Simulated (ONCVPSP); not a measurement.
Configuration tests for Ge (ONCV)

germanium (Ge), optimised norm-conserving Vanderbilt (ONCV), made with ONCVPSP 4.0.1 (LDA (Perdew-Wang 92), scalar-relativistic). Core [Ar], reference 3d10 4s2 4p2. Waves: 4s: rc 1.90 bohr, ncon 3, nbas 6, qcut 2.8 1/bohr, 3 projectors, debl 1.2 Ha; 4p: rc 1.60 bohr, ncon 4, nbas 7, qcut 4.1 1/bohr, 3 projectors, debl 3.1 Ha; 3d: rc 1.30 bohr, ncon 4, nbas 9, qcut 13.7 1/bohr, 2 projectors, debl 1.8 Ha. Local part: polynomial inside 0.95 bohr (lpopt 4, dvloc0 4 Ha). Core correction: polynomial model core, fcfact 0.35.

Energies are relative to the spin-unpolarised reference configuration 3d10 4s2 4p2; without spin polarisation the order of configurations can differ from experiment.

Question: Give the all-electron excitation energy and the error of the potential for: 3d10 4s2 4p1; 3d10 4s2 4p0; 3d10 4s1 4p0; 3d10 4s1 4p3.

Answer:

```tsv
valence configuration	charge	ΔE all-electron (eV)	error AE − PS (meV)
3d10 4s2 4p1	+1	7.630	-1.3
3d10 4s2 4p0	+2	23.340	-3.8
3d10 4s1 4p0	+3	58.555	-34
3d10 4s1 4p3	0	8.046	-10
```

Note: ghosts flagged at negative energy: p at -78.2 eV; GHOST(+) flagged for s at 196.6 eV. A true bound ghost makes a file unfit for plane-wave use.
